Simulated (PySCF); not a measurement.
# Structure from NMR data

An unknown has the formula C₄H₆N₂O₂Si. Its calculated NMR data are:

$^{1}$H NMR (300 MHz, computed): δ 9.77 (s, 1H), 5.47 (br, 1H), 5.38 (br, 1H), 4.42 (s, 3H).

$^{13}$C{$^{1}$H} NMR (computed): δ 198.2 (CH), 172.6 (C), 117.4 (C), 53.1 (C).

Equivalent nuclei averaged, one conformer, non-relativistic, gas phase. Shieldings: GIAO PBE0/pcSseg-1; GFN2-xTB geometry; PySCF 2.14.

Chemical shifts δ = σref − σ; $^{1}$H, $^{13}$C against TMS, all at this level.

Q: Which candidate is it?
A. O=COc1cncn1[SiH3]
B. C=Cc1nc(O[SiH3])no1
C. O=C(O)c1cncn1[SiH3]
D. N#C[C@@]([SiH3])(C=O)C(N)=O
E. C/C(C#N)=N/[Si@@H](O)C=O

A: D. 

The formula gives 4 degrees of unsaturation (no ring in the answer). 4 carbon signals for 4 carbons: no two carbons are equivalent. Carbon types of the structure: 3 × C, 1 × CH, leaving 5 H on heteroatoms. δC 198.2: aldehyde carbonyl carbon; the double bond to the heteroatom, with no lone-pair donor beside it, deshields it most. δC 172.6: amide carbonyl carbon; it is a carbonyl in resonance with an O or N lone pair, the region of acids, esters and amides. δC 117.4: nitrile carbon; this is the usual window of a C≡N carbon, which has no attached hydrogen. δC 53.1: fully substituted sp3 carbon bonded to Si, α to a carbonyl; α to the electron-withdrawing carbonyl group. δH 9.77: hydrogen on an aldehyde carbonyl carbon; deshielded by the polar, anisotropic C=O bond.

The others: O=COc1cncn1[SiH3] would give 4 signals for carbon-bound and other non-exchanging H, not 2; C/C(C#N)=N/[Si@@H](O)C=O would give 3 signals for carbon-bound and other non-exchanging H, not 2; C=Cc1nc(O[SiH3])no1 would give 4 signals for carbon-bound and other non-exchanging H, not 2; O=C(O)c1cncn1[SiH3] would give 3 signals for carbon-bound and other non-exchanging H, not 2.

Exchangeable OH/NH protons stand at their gas-phase positions; hydrogen bonding in a real sample shifts them, mostly to higher δ. The two substituents on the amide-type nitrogen aren't averaged: C–N rotation is slow on the NMR time scale. Shifts are as computed. Against solution values, carbons near 30 ppm lie about +3 ppm off and those near 130 ppm about +5 ppm. Of 1309 compounds with measured shifts, 239 miss one by over three times the rms of a fit or turn the order of signals round; such compounds aren't used in these exercises. Hydrogen bonding in solution deshields acid and N–H amide carbonyl carbons by as much as 10 ppm beyond these values. Multiplicities follow the n + 1 count of equivalent neighbours, as no J values were calculated; m marks all less simple cases, F and P coupling included.
